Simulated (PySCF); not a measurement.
Input of a run (PBE0-D3(BJ)/def2-SVP geometry optimisation, gas phase (PySCF 2.14.0)), started from GFN2-xTB:
```
{"job": {"xc": "PBE0", "basis": "def2-SVP", "d3": "d3bj", "grid": 1, "shake": 0.01, "kind": "geom"}, "charge": 0, "multiplicity": 1}
C     -3.353980    -0.215120     0.683800
S     -2.536910    -0.324860    -0.925320
C     -0.849290    -0.135760    -0.540810
C     -0.306270     0.058530     0.754000
C      1.014010     0.186740     0.948650
C      1.907730     0.148550    -0.113660
C      3.355920     0.287020     0.127500
O      3.877460     0.477990     1.197730
C      1.409720    -0.042650    -1.383030
C      0.056680    -0.187300    -1.600200
H     -3.193390     0.782040     1.128700
H     -4.426610    -0.295090     0.467650
H     -3.080600    -0.982060     1.326830
H     -1.021780     0.101390     1.611580
H      1.407130     0.330200     1.953800
H      3.961030     0.227740    -0.785010
H      2.096680    -0.076110    -2.240310
H     -0.345050    -0.329300    -2.597650
```

Output (energies in Eh, forces in Eh/bohr):
```
step   0  E = -782.09912226  max force = 0.066795
step   1  E = -782.10590352  max force = 0.015331
step   2  E = -782.10638786  max force = 0.003598
step   3  E = -782.10629677  max force = 0.004889
step   4  E = -782.10646375  max force = 0.001516
step   5  E = -782.10637887  max force = 0.002623
step   6  E = -782.10647829  max force = 0.000878
step   7  E = -782.10649004  max force = 0.001101
step   8  E = -782.10649341  max force = 0.000431
optimisation converged
```

Problem. Summarise the run.

Solution. The energy falls by 19.4 kJ/mol over 9 energy and gradient evaluations, the largest force component goes from 0.0668 to 4.3e-04 Eh/bohr, and the atoms move by 0.025 Å rms after alignment. The bond that changes most is C1–H13 (S-methyl carbon to methyl hydrogen), which lengthens by 0.062 Å. Bonds longer at the end by more than 0.005 Å: 9 of 18; shorter: 3. Among the angles that change most is C3–C4–H14, from 117.4° to 120.6°. The energy rose by more than 1e-6 Eh at steps 3 and 5. The first step brought 92 % of the lowering.

Problem. What are the final bond lengths?

Solution. C1–S2 1.798 Å, S2–C3 1.753 Å, C3–C4 1.405 Å, C4–C5 1.387 Å, C5–C6 1.400 Å, C6–C7 1.474 Å, C7=O8 1.207 Å, C6–C9 1.401 Å, C9–C10 1.386 Å, C3–C10 1.406 Å, C1–H11 1.100 Å, C1–H12 1.099 Å, C1–H13 1.099 Å, C4–H14 1.090 Å, C5–H15 1.093 Å, C7–H16 1.121 Å, C9–H17 1.094 Å, C10–H18 1.093 Å. Numbering counts from 1 in the input's order; the species is `c1cc(ccc1SC)C=O` (4-(methylthio)benzaldehyde).

The run used 184 basis functions and 67 SCF cycles in all. The run took 2.7 min on one thread, Intel Xeon Platinum 8488C (x86_64) (shared host), and the process peaked at 0.78 GiB of memory.

Whether it is a minimum is left open (no frequencies). The numbers are those of one conformer.

The values belong to the conformer `[CH3:1][S:2][c:3]1[cH:4][cH:5][c:6]([CH:7]=[O:8])[cH:9][cH:10]1`: C1–S2–C3–C4 2°, C5–C6–C7–O8 0°.
